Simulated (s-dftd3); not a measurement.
C$_{6}$H$_{15}$Ge (SMILES C[CH2][Ge]([CH2]C)[CH2]C), doublet, geometry from GFN2-xTB; D3(zero) for tpssh run with s-dftd3.

s-dftd3 was given this input:
```
$ s-dftd3 mol.xyz --zero tpssh --json dftd3.json --noedisp --grad

# file mol.xyz
22

C     -1.57145872    -2.22150581     0.50969305
C     -0.91245259    -1.81003440    -0.79572773
Ge     0.12284013    -0.04244397    -0.62153642
C     -1.27114751     1.29773669     0.07701204
C     -0.71820881     2.68061609     0.36771047
C      1.39590716    -0.35918176     0.96575665
C      2.63117550     0.52419284     0.98083164
H     -2.06971566    -3.18549676     0.39762252
H     -0.83442010    -2.31321421     1.30514925
H     -2.31784538    -1.49110771     0.81428645
H     -0.21367059    -2.58178824    -1.12011506
H     -1.66357524    -1.70263136    -1.57837238
H     -2.08559551     1.36184177    -0.64482459
H     -1.66887252     0.85558435     0.99195532
H      0.07903594     2.62772987     1.10646475
H     -1.49685001     3.33713303     0.75788393
H     -0.31609015     3.13257028    -0.53717094
H      0.80258919    -0.18947991     1.86580780
H      1.69259015    -1.40829896     0.94840887
H      2.35619036     1.57694453     0.98932034
H      3.24136662     0.34191919     0.09825833
H      3.24108864     0.32555962     1.86283402
```

What does s-dftd3 print? Leave out banner, timings and long lists.


```
-----------------------------------
 s i m p l e   D F T - D 3  v1.4.0
-----------------------------------

Zero (Chai-Head-Gordon) damping: tpssh-D3(0)
--------------------
  s6         1.0000
  s8         1.2190
  s9         0.0000
 rs6         1.2230
 rs8         1.0000
 alp        14.0000
--------------------

Dispersion energy:      -1.1693480180405E-02 Eh

Gradient norm:           1.3387623610627E-03 Eh/a0
--------------------------------------------------
     #    Z           dE/dx      dE/dy      dE/dz
--------------------------------------------------
     1    6 C    -3.924E-05 -2.036E-04 -2.483E-04
     2    6 C    -1.746E-04 -2.201E-04  8.746E-05
     3   32 Ge   -2.200E-04 -8.480E-05  5.955E-04
     4    6 C    -2.427E-05  5.107E-04 -5.324E-05
     5    6 C    -2.233E-04 -2.043E-05 -1.128E-04
     6    6 C     5.243E-04  1.265E-04  3.378E-05
     7    6 C     1.504E-05 -1.873E-04  4.312E-06
     8    1 H    -3.693E-06 -6.852E-06 -2.240E-06
     9    1 H    -1.731E-04 -1.266E-04 -1.248E-04
    10    1 H     1.849E-05 -1.675E-04 -5.480E-05
    11    1 H    -1.083E-04  2.562E-05 -5.292E-05
    12    1 H     8.284E-05 -8.487E-05  5.491E-06
    13    1 H     6.667E-05  1.630E-04  1.356E-05
    14    1 H    -9.302E-05  2.476E-04 -7.952E-05
    15    1 H    -1.960E-04  1.097E-04 -1.220E-04
    16    1 H     1.526E-05  9.085E-06 -2.729E-05
    17    1 H    -9.670E-05 -2.711E-05  3.139E-05
    18    1 H     3.153E-04 -3.633E-05  5.029E-05
    19    1 H     2.011E-04  1.545E-04  2.791E-05
    20    1 H     1.502E-04 -1.707E-04 -1.985E-07
    21    1 H    -5.240E-05 -1.174E-05  6.610E-05
    22    1 H     1.541E-05  1.413E-06 -3.769E-05
--------------------------------------------------

Virial:
--------------------------------------------------
      component           x          y          z
--------------------------------------------------
          x       3.755E-03 -1.416E-03  2.142E-03
          y      -1.416E-03  4.055E-03  1.695E-04
          z       2.142E-03  1.695E-04 -1.770E-03
--------------------------------------------------

[Info] JSON dump of results written to 'dftd3.json'
```
